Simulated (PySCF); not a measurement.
Nb (niobium, neutral): LDA calculation

Configuration: [Kr] 4d5, high-spin 6S determinant (an excited configuration). All numbers are calculated (PySCF 2.14, a scalar-relativistic core potential, in def2-QZVPPD with the def2 core potential (28 electrons) (7s5p4d3f2g, 81 functions)).

| Item | Value |
| --- | --- |
| Total energy | -56.6376 hartree |
| One-electron energy | -96.7886 hartree |
| Hartree (Coulomb) energy | 46.9518 hartree |
| Exchange-correlation energy | -6.8009 hartree |
| ⟨S²⟩ | 8.7502 |
| ⟨L²⟩ | 0.000 |
| Sum of ⟨r⟩ | 22.21 bohr |
| Sum of ⟨r²⟩ | 50.50 bohr² |
| Time after the integrals | 0.74 s of wall time on 1 thread of Neoverse-V1 (shared host) |

```json
{"shell": "4s α", "electrons": "1", "mean orbital energy (hartree)": "-2.12814", "rms radius, mean of both spins (bohr)": "1.24"}
{"shell": "4s β", "electrons": "1", "mean orbital energy (hartree)": "-2.04701", "rms radius, mean of both spins (bohr)": "1.24"}
{"shell": "4p α", "electrons": "3", "mean orbital energy (hartree)": "-1.23851", "rms radius, mean of both spins (bohr)": "1.42"}
{"shell": "4p β", "electrons": "3", "mean orbital energy (hartree)": "-1.15079", "rms radius, mean of both spins (bohr)": "1.42"}
{"shell": "4d α", "electrons": "5", "mean orbital energy (hartree)": "-0.09329", "rms radius, mean of both spins (bohr)": "2.66"}
```

Energies and moments cover only the electrons outside the core potential.
